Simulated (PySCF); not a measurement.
Z-matrix (Å, degrees):
```
C
H 1 1.0963
C 1 1.4959 2 107.89
C 3 1.3250 1 125.42 2 0.00
H 4 1.0840 3 121.79 1 180.00
H 4 1.0862 5 116.95 3 180.00
H 3 1.0907 4 119.23 5 0.00
C 1 1.5259 2 108.48 3 119.82
H 8 1.0919 1 111.28 2 -59.18
H 8 1.0932 9 108.36 1 -122.12
H 8 1.0945 9 107.86 10 -116.32
C 1 1.5259 2 108.48 3 -119.82
H 12 1.0919 1 111.28 2 59.18
H 12 1.0932 13 108.37 1 122.12
H 12 1.0945 13 107.86 14 116.32
```
Charge 0, spin multiplicity 1.

Q: Estimate the total energy, HOMO–LUMO gap and HOMO that PBE0-D3(BJ)/def2-TZVP run with PySCF returns for this input.

A: 
The total energy comes out as -196.3628 Ha and the HOMO–LUMO gap is 7.81 eV. The HOMO is -7.38 eV.
